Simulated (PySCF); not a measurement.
PySCF input:

```python
from pyscf import gto, scf, dft

mol = gto.M(
    atom='''
    B    -0.00000000   -0.00000000   -0.19866434
    H     0.00000000    0.00000000    0.99332168
    ''',
    basis='def2-tzvpd',
    charge=0,
    spin=2,
    symmetry='C2v',
    verbose=4,
)

mf = scf.UHF(mol).density_fit(auxbasis='def2-universal-jkfit')
mf.conv_tol = 1e-9
mf.max_cycle = 100
mf.max_memory = 1500
mf.kernel()
if not mf.converged:
    mf = mf.newton()
    mf.kernel(mf.make_rdm1())
mf.analyze()
```

### Question
What final total energy does it print?

### Answer
-25.11702 Eh (HF/def2-TZVPD).

This is an excited triplet: at this geometry the singlet lies 1.31 eV lower at CCSD(T)/CBS(aug-cc-pVTZ,aug-cc-pVQZ).
